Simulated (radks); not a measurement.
Q: Spherical quantum dot in the effective-mass picture: electrons in a hard-walled sphere of unknown radius, all in effective atomic units (hartree* = m*/eps^2 hartree, bohr* = eps/m* bohr), one dielectric constant everywhere. Calculated with a radial shooting solver with Libxc functionals: non-relativistic Kohn-Sham, exchange-only LDA, spin-polarised, spherical densities. Levels are named by radial order and angular momentum (1s, 1p, 1d, 2s, ...), and open shells are averaged over m. Each electron was tried in the lowest free levels, single moves between levels near the top were tried too, and the lowest total energy was kept; such a search can miss a lower state. The values of mu = E(N) - E(N-1) (hartree*) for N = 2 to 12 are 0.62353, 1.0764, 1.3389, 1.6085, 1.9783, 2.2293, 2.4884, 2.9858, 3.2411, 3.4981, 3.7559. Estimate radius.

A: radius = 4.63 (effective atomic units). The first electron has mu near pi^2/(2 R^2) without a central charge, and the charging energy goes as 1/R.
